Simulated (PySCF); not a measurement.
Dipole response of Rh (rhodium, neutral)

[Kr] 4d7 5s1 5p1, one real determinant (an excited configuration). Computed with PySCF 2.14 in aug-cc-pVTZ-DK, with scalar relativity by spin-free X2C-1e. Coupled (time-dependent) response in atomic units; α is the mean over directions.

```csv
method,mean α (bohr³),"α xx, yy, zz",C₆ (like pair),S(−4)
PBE0,99.18,"77.70, 141.0, 78.83",1094,6796
```

S(−4) is the Cauchy moment in α(ω) = α(0) + S(−4) ω² + …

Spin-orbit coupling is absent.

α(iu) at PBE0:

```
u (hartree)  α(iu) (bohr³)
          0          99.18
     0.0500          85.47
      0.100          63.27
      0.200          35.30
      0.300          22.66
      0.500          12.51
      0.750          7.814
       1.00          5.571
       1.50          3.371
       2.00          2.292
       3.00          1.262
       5.00         0.5449
```

A single London oscillator, α(iu) = α/(1 + u²/ω²), gives C₆ = (3/4) ω α². Matching the computed C₆ needs ω = 4 × 1094 / (3 × 99.18²) = 0.148 hartree.

The components differ because the open shell of this determinant is not spherical; for a pure term their mean is the scalar polarisability.

⟨L²⟩ = 13.87 against 20 for a pure G term, so this real determinant mixes terms.
